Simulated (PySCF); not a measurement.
Computed shifts of a molecule CH4Cl2OSi2, PBE/pcSseg-1 (PySCF), GIAO, gas phase, equivalent atoms averaged, in ppm (number of nuclei): ²⁹Si: 60.7 (1), 39.2 (1). ¹³C: 92.7 (1). ¹H: 6.35 (2), 5.33 (2). References: ³⁵Cl against HCl (σ = 936.5 ppm); ²⁹Si against TMS (σ = 335.4 ppm); ¹³C against TMS (σ = 182.0 ppm); ¹⁷O against H2O (σ = 334.3 ppm); ¹H against TMS (σ = 31.49 ppm), references at their B3LYP-D3(BJ)/def2-TZVP geometries, non-relativistic (without spin–orbit terms, shifts of atoms bonded to Cl or Br come out too high). Geometry optimised at PBE0-D3(BJ)/def2-SVP. Other conformers were not sampled.

### Question
Which structure fits?
A) Cl[Si@@H]1C[Si@H](Cl)O1
B) O=C[SiH2][SiH](Cl)Cl
C) O=C[Si@H](Cl)[SiH2]Cl
D) Cl[Si]1(Cl)CO[SiH2]1

### Answer
D, Cl[Si]1(Cl)CO[SiH2]1
